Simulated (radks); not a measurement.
Spherical quantum dot in the effective-mass picture: electrons in a parabolic well V = omega^2 r^2 / 2 with omega = 0.109, with a point charge +1 (a donor) at the centre, all in effective atomic units (hartree* = m*/eps^2 hartree, bohr* = eps/m* bohr), one dielectric constant everywhere. Method: non-relativistic Kohn-Sham, PBEsol, spin-polarised, spherical densities; computed with a radial shooting solver with Libxc functionals. Levels are named by radial order and angular momentum (1s, 1p, 1d, 2s, ...), and open shells are averaged over m.

N = 22, configuration 1s2 1p6 1d10 2s2 1f(up 2, down 0). This is the lowest configuration that the search found. Occupied levels:

| level | occupation | eigenvalue (hartree*) | <r> (bohr*) |
|---|---|---|---|
| 1s down | 1 | 2.4258 | 3.058 |
| 1s up | 1 | 2.4264 | 3.132 |
| 2s up | 1 | 2.4782 | 8.173 |
| 1p up | 3 | 2.4819 | 8.892 |
| 2s down | 1 | 2.4822 | 8.097 |
| 1p down | 3 | 2.4857 | 8.722 |
| 1d up | 5 | 2.5107 | 9.601 |
| 1d down | 5 | 2.5157 | 9.495 |
| 1f up | 2 | 2.5463 | 10.15 |

Energy (hartree*): total 30.9012, kinetic 1.7769, external 7.2118, Hartree 24.947, exchange-correlation -3.0343.

Electron density:

| r (bohr*) | n(r) (e/bohr*^3) |
|---|---|
| 0.828 | 0.07502 |
| 1.75 | 0.01696 |
| 2.67 | 0.005049 |
| 3.59 | 0.002297 |
| 4.51 | 0.001913 |
| 5.44 | 0.002271 |
| 6.36 | 0.002844 |
| 7.28 | 0.003347 |
| 8.20 | 0.003577 |
| 9.12 | 0.003404 |
| 10.0 | 0.002820 |
| 11.0 | 0.001963 |
| 11.9 | 0.001119 |
| 12.8 | 0.0004999 |
| 13.7 | 0.0001753 |
| 14.7 | 0.00004972 |
| 15.6 | 0.00001129 |
| 16.5 | 2.002e-06 |
| 17.4 | 2.874e-07 |
| 18.3 | 3.286e-08 |
